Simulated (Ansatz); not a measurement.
Program: Ansatz. Geometries: PBE0-D4/def2-TZVP. ΔE: electronic, gas phase. CCSD(T)/CBS is the MP2 limit (def2-TZVPP, def2-QZVPP) plus CCSD(T) − MP2 in def2-TZVPP, frozen cores. This one scheme is used for every species. Functionals use def2-TZVPP. B3LYP here is the variant with VWN-RPA as its local correlation; programs differ in this. HSE06 is defined as in plane-wave codes. For Ge outer-core shells are correlated without core-valence functions, which leaves a few kJ/mol of doubt a bond. Scalar relativity is left out up to krypton. Each species was taken in one conformer, which may not be the lowest.

`[SH][GeH3]` + `NCS` → `NC[S][GeH3]` + H₂S  (ligand exchange at a Ge–S bond)

```tsv
level	ΔE (kcal/mol)	difference from CCSD(T)/CBS
B97M-V	-3.1	0.1
B3LYP-D4	-3.0	0.2
r2SCANh-D4	-2.9	0.3
HSE06-D4	-2.8	0.4
BHLYP-D4	-3.0	0.2
CAM-B3LYP-D4	-2.8	0.4
ωB97X-V	-2.9	0.3
B2PLYP	-2.2	1.0
PBE	-1.9	1.3
r2SCANh	-2.5	0.7
MP2/def2-SVP	-4.9	-1.7
CCSD/def2-SVP	-4.2	-1.0
CCSD(T)/def2-SVP	-4.6	-1.4
HF/def2-TZVPP	-0.9	2.3
MP2/def2-TZVPP	-3.8	-0.6
CCSD/def2-TZVPP	-2.9	0.3
CCSD(T)/CBS	-3.2	0
```

Largest T1 diagnostic among the species: 0.011.

At CCSD(T), def2-SVP lies −1.4 kcal/mol from the extrapolated value and def2-TZVPP −0.1 kcal/mol. In def2-TZVPP, CCSD(T) changes the Hartree–Fock value by −2.4 kcal/mol (the triples alone add −0.4 kcal/mol) and MP2 by −2.9 kcal/mol. Leaving LDA and LC-ωPBE aside and taking each functional with its dispersion term where it has one, the values, not all of them listed here, spread over 1.2 kcal/mol, from revPBE-D4 to B2PLYP. LDA lies −1.7 kcal/mol from PBE without D4.
